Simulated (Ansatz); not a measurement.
A made-up structure of AlBH3OF, singlet:

```xyz
7
angstrom
B -0.4348 1.2885 0.7163
O -0.0435 0.1922 0.0607
Al 0.4283 -1.2118 -0.7146
F 0.1668 -2.6391 0.0534
H -1.5512 1.7066 0.5546
H 0.3374 1.8430 1.4537
H 0.5225 -3.4415 0.2934
```

It is relaxed with PBE-D4/def2-SVP and then PBE0-D4/def2-TZVP (Ansatz 0.2.0). Atoms count as bonded within 1.22 times the sum of their covalent radii (H–H: 0.88 Å). The end point is not checked to be a true minimum.

Does its bonding change? (Judge from chemistry; the calculation decides.)

Computed: Yes. Formed: none; broken: Al3–F4.

Where it ends: The first stage lowers the energy by 1.86 eV in 17 steps. It ends as a complex of AlBH₂O ([BH2][O][Al]) + HF:
B1  (-0.430, 1.207, 0.702)
O2  (0.105, 0.342, -0.164)
Al3  (0.777, -0.807, -1.236)
F4  (0.031, -2.683, 0.627)
H5  (-1.598, 1.496, 0.615)
H6  (0.257, 1.697, 1.562)
H7  (0.283, -3.514, 0.311)
(Å)

Labels in which every atom is bracketed show which atoms are joined, not bond orders.

For scale, one of the runs: PBE0-D4/def2-TZVP relaxation, 148 basis functions, launched by `ansatz run in.yaml --threads 2 --pin off --events-out ev --progress --plain --max-ram 4352MiB`. Hardware: 2 CPU threads of an Arm Neoverse V1, shared host. Wall time about 35 s.
